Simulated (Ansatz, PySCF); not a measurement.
Sn(Cl)2 cation (Cl2Sn), SMILES [Cl][Sn][Cl] (connectivity only; charge and spin as stated), charge +1, multiplicity 2. Atoms are numbered in the order given.

```xyz
3

Sn     0.0000     0.0000     0.4908
Cl     0.0000    -1.9857    -0.6787
Cl     0.0000     1.9857    -0.6787
```
Charge +1, spin multiplicity 2.

Coordinates come from a B3LYP-D3(BJ)/def2-TZVP optimisation. The spin state was assumed, not searched. The isomer is the one that the SMILES or the coordinates give; other isomers of the formula were not compared. The def2 effective core potentials stand for the cores of Sn; spin–orbit coupling is left out.

Two levels are set side by side: PBE-D3(BJ)/def2-TZVP (Ansatz, a quantum-chemistry and plane-wave program) and B3LYP-D3(BJ)/def2-TZVP (Ansatz). Each level has its own optimised geometry; the coordinates shown are those of the second. Frequencies come from the Hessian of PySCF at each geometry. Differences are taken from unrounded values.

| quantity | B3LYP-D3(BJ) |
|---|---|
| mean bond length (Å) | 2.304 |
| bond Sn1–Cl2 (Å) | 2.304 |
| bond Sn1–Cl3 (Å) | 2.304 |
| highest harmonic wavenumber (cm⁻¹) | 369 |
| mean harmonic wavenumber (cm⁻¹) | 266 |
| zero-point energy (kcal/mol) | 1.14 |

### Question
What does PBE-D3(BJ) give, and how far is it from B3LYP-D3(BJ)? (An estimate is asked for; the answer gives what the named calculation found.)

### Answer

```csv
quantity,PBE-D3(BJ),PBE-D3(BJ) minus B3LYP-D3(BJ)
mean bond length (Å),2.308,0.003
bond Sn1–Cl2 (Å),2.308,0.003
bond Sn1–Cl3 (Å),2.308,0.003
highest harmonic wavenumber (cm⁻¹),370,1
mean harmonic wavenumber (cm⁻¹),263,-2
zero-point energy (kcal/mol),1.13,-0.01
```

Here PBE gives about what the other level gives.
